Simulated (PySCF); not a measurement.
Potential energy of InI along the bond

Set-up: In cc-pVTZ-PP with ECP28, I cc-pVTZ-PP with ECP28; scalar-relativistic core potentials (PySCF 2.14). Energies in eV from In + I in their ground configurations at the same level. State: ¹Σ⁺ (singlet), closed shell.

All columns are PBE0. A positive dipole means In(−)I(+).

```tsv
R (Å)	E (eV)	μ (D)	Mulliken charge on In (basis-dependent)	HOMO (eV)	LUMO (eV)	Mayer bond order	⟨S²⟩
2.394	-2.834	-0.86	0.10	-6.36	-1.56	1.35	0.00
2.506	-3.296	-1.62	0.18	-6.53	-1.67	1.26	0.00
2.617	-3.543	-2.39	0.26	-6.67	-1.79	1.18	0.00
2.700	-3.628	-2.97	0.31	-6.75	-1.88	1.12	0.00
2.784	-3.650	-3.55	0.35	-6.80	-1.97	1.07	0.00
2.868	-3.627	-4.12	0.39	-6.82	-2.06	1.03	0.00
2.979	-3.543	-4.86	0.43	-6.78	-2.18	0.97	0.00
3.118	-3.384	-5.77	0.47	-6.55	-2.33	0.91	0.00
3.285	-3.148	-6.83	0.51	-6.31	-2.51	0.86	0.00
3.508	-2.806	-8.16	0.55	-6.02	-2.73	0.80	0.00
```

A fit through these points gives, at Re = 2.779 Å, μ = -3.51 D and dμ/dR = -6.86 D/Å; the reduced mass is 60.3 u.

Question: How strong is the fundamental in the double-harmonic approximation, I = 42.26·(dμ/dR)²/μred km/mol?

Answer: I = 42.26·(-6.86)²/60.3 = 33.0 km/mol at PBE0.

These are scalar-relativistic numbers at best; spin–orbit coupling would shift them, the dissociation energy most.
